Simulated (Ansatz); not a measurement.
Species: C$_{3}$H$_{9}$BrO$_{3}$Si, SMILES `CO[Si](Br)(OC)OC` (charge 0, multiplicity 1).

Q: Give a relaxed geometry from B3LYP-D3(BJ)/def2-SVP run with Ansatz (a first-principles code).

A: One answer among several that fit: the end point of this relaxation, one of several conformers (outside a Z-matrix the atoms follow the SMILES, hydrogens last).
Cartesian coordinates (Å) in one orientation:
```xyz
17

C     -0.744     2.585    -0.422
O      0.177     1.602     0.009
Si    -0.013    -0.020    -0.076
Br    -0.378    -0.602    -2.220
O     -1.297    -0.481     0.825
C     -1.818    -1.790     0.948
O      1.340    -0.770     0.455
C      2.633    -0.682    -0.111
H     -0.295     3.575    -0.258
H     -0.975     2.475    -1.496
H     -1.687     2.525     0.149
H     -1.079    -2.473     1.401
H     -2.118    -2.196    -0.034
H     -2.706    -1.750     1.597
H      2.633    -1.011    -1.165
H      3.019     0.351    -0.064
H      3.307    -1.337     0.461
```
